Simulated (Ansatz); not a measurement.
Cu4Ag⁻, relaxed as a singlet with RKS PBE-D4/def2-SVPD in Ansatz, starting from the GFN1-xTB geometry. Force threshold 0.02 eV/Å.

In the def2 sets Ag takes a core potential; there is no spin–orbit coupling. The restricted singlet is unstable towards broken spin symmetry in Hartree–Fock (as tested in another run); at PBE-D4/def2-SVPD this wasn't settled. The relaxation made no stability test and no search for a lower SCF solution. No other spin state of charge -1 was run. Another isomer (singlet) lies 0.32 eV lower at PBE0-D4/def2-TZVPD; other spin states weren't run for this one.

Start:

```xyz
5

Ag   -0.8468   -1.6993    0.1311
Cu    1.2465   -0.3549    0.1472
Cu   -0.0668   -0.0566   -1.7775
Cu    0.0271    1.7480   -0.2058
Cu   -0.3600    0.3628    1.7050
```

Estimate the energy that the relaxation releases and the steps that it takes.

0.04 eV, in 4 steps; 14 s on 4 threads of Arm Neoverse V1 on a shared host. No frequencies were taken in this run, so the end may be a saddle point.

Does the start keep its bonding and symmetry?

By distances, no bond broke or formed. The bond that changes most is Cu2–Cu4, from 2.46 to 2.33 Å (atoms count from 1). Point group Cs at the start, Cs at the end, both within 0.05 Å.

Predict the relaxed structure.


Cartesian coordinates in Å:
```
Ag -0.8346 -1.7446 0.1386
Cu 1.2051 -0.2908 0.1364
Cu -0.0884 -0.0631 -1.8040
Cu 0.1040 1.7385 -0.1994
Cu -0.3862 0.3600 1.7284
```
Bond lengths (bridged metal pairs left out): 5 × Cu–Cu 2.33 to 2.42 Å; 3 × Ag–Cu 2.50 to 2.68 Å.
